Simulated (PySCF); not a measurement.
Correlation energy of Mn (manganese, neutral)

[Ar] 3d5 4s2, high-spin 6S determinant. All numbers are calculated (PySCF 2.14, scalar relativity by spin-free X2C-1e, in x2c-TZVPall). Frozen: [Ar]; 7 electrons correlated.

MP2 pair energies summed by pair of shells (mhartree):

| pair | energy | share (%) |
| --- | --- | --- |
| 3d-3d | -57.97 | 58.6 |
| 4s-4s | -20.70 | 20.9 |
| 3d-4s | -20.20 | 20.4 |

Total MP2 correlation energy: -98.86 mhartree.

Same-spin part -67.53 and opposite-spin part -31.33 mhartree; SCS-MP2 scales them by 1/3 and 6/5 to -60.11 mhartree.
